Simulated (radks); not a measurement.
Results of a calculation; reference values are marked as such.
Pm23+, configuration [Kr] 4d2 (the NIST ground configuration). Code: a radial shooting solver on a logarithmic mesh with Libxc functionals. Model: scalar-relativistic Kohn-Sham, PBE, spin-unpolarised, spherical densities, point nucleus.

Unscreened Slater integrals over Kohn-Sham orbitals (eV). Empty in this configuration: 5s.

| integral | value |
|---|---|
| F0(4d,4d) | 41.955 |
| F2(4d,4d) | 21.544 |
| F4(4d,4d) | 14.655 |
| F0(4d,4p) | 42.376 |
| F2(4d,4p) | 21.920 |
| G1(4d,4p) | 27.532 |
| G3(4d,4p) | 17.557 |
| F0(4d,4s) | 43.029 |
| G2(4d,4s) | 21.683 |
| F0(4d,3d) | 54.218 |
| F2(4d,3d) | 15.025 |
| F4(4d,3d) | 7.3970 |
| G0(4d,3d) | 4.8560 |
| G2(4d,3d) | 6.0430 |
| G4(4d,3d) | 4.7237 |
| F0(4d,5s) | 29.215 |
| G2(4d,5s) | 3.4124 |
| F0(4p,4p) | 42.895 |
| F2(4p,4p) | 22.555 |
| F0(4p,4s) | 43.564 |
| G1(4p,4s) | 29.661 |
| F0(4p,3d) | 54.625 |
| F2(4p,3d) | 15.006 |
| G1(4p,3d) | 4.8680 |
| G3(4p,3d) | 4.8706 |
| F0(4p,5s) | 29.357 |
| G1(4p,5s) | 2.9600 |
| F0(4s,4s) | 44.289 |
| F0(4s,3d) | 55.846 |
| G2(4s,3d) | 5.0345 |
| F0(4s,5s) | 29.551 |
| G0(4s,5s) | 2.1632 |
| F0(3d,3d) | 105.69 |
| F2(3d,3d) | 53.586 |
| F4(3d,3d) | 34.407 |
| F0(3d,5s) | 33.373 |
| G2(3d,5s) | 1.5751 |
| F0(5s,5s) | 24.626 |

Derived for the open shells (J is the average intra-shell exchange parameter used in DFT+U). 4d: Racah B = F2/49 - 5 F4/441 = 0.2735 eV, C = 35 F4/441 = 1.163 eV, C/B = 4.25, F4/F2 = 0.680, J = (F2 + F4)/14 = 2.586 eV.
